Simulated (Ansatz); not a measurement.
`F[SiH2][NH][AlH2]` + `[OH][GeH3]` → `F[SiH2][O][GeH3]` + `[NH2][AlH2]` at 400 K and 1 bar (ligand exchange at the Si–N bond).

Calculated with Ansatz (gas phase, PBE0-D4/def2-TZVP geometries, no zero-point term in ΔE). CCSD(T)/CBS is the MP2 limit (def2-TZVPP, def2-QZVPP) plus CCSD(T) − MP2 in def2-TZVPP, frozen cores. This one scheme is used for every species. For Ge outer-core shells are correlated without core-valence functions, which leaves a few kJ/mol of doubt a bond. Scalar relativity is left out up to krypton. Each species was taken in one conformer, which may not be the lowest.

```json
{"species": "`F[SiH2][NH][AlH2]`", "CCSD(T)/CBS energy (Eh)": "-688.71689", "H − E (kJ/mol)": "163.0", "S (J/(mol·K))": "366.6"}
{"species": "`[OH][GeH3]`", "CCSD(T)/CBS energy (Eh)": "-2153.69723", "H − E (kJ/mol)": "116.2", "S (J/(mol·K))": "291.7"}
{"species": "`F[SiH2][O][GeH3]`", "CCSD(T)/CBS energy (Eh)": "-2543.28863", "H − E (kJ/mol)": "158.4", "S (J/(mol·K))": "390.3"}
{"species": "`[NH2][AlH2]`", "CCSD(T)/CBS energy (Eh)": "-299.14566", "H − E (kJ/mol)": "122.0", "S (J/(mol·K))": "272.0"}
```

H − E and S are ideal-gas, rigid-rotor, harmonic terms from PBE0-D4/def2-TZVP, for one conformer and one mirror image of each species. 1 Eh = 2625.50 kJ/mol, R = 8.31446 J/(mol·K).

Problem. By hand: ΔE, ΔH, ΔS and ΔG.

Solution. ΔE = (-2543.28863) + (-299.14566) − (-688.71689) − (-2153.69723) = -0.02017 Eh = -53.0 kJ/mol. Δ(H − E) = 158.4 + 122.0 − 163.0 − 116.2 = 1.2, so ΔH = -51.8 kJ/mol. ΔS = 390.3 + 272.0 − 366.6 − 291.7 = 4.0 J/(mol·K). ΔG = -51.8 − 400 × (4.0)/1000 = -53.4 kJ/mol.

Problem. By hand: the equilibrium constant, and the temperature at which ΔG would vanish if ΔH and ΔS stayed fixed.

Solution. log₁₀ K = −ΔG/(RT ln 10) = 7.0. ΔH and −TΔS have one sign here, so there is no such temperature. One of them is within its doubt of zero, so this could turn.

The number of gas molecules stays the same, so ΔS is small and ΔH decides. A doubt of 5 kJ/mol in ΔE shifts log₁₀ K by 0.7 here. Other conformers and mirror images would add mixing entropy, several J/(mol·K) or more a flexible species. Modes under 60 cm⁻¹, often nearly free rotors, make the harmonic entropy too high. These are equilibria of isolated gas molecules and say nothing of rates. Largest T1 diagnostic: 0.012 (customary marks: 0.02 for closed shells, 0.045 for open ones).
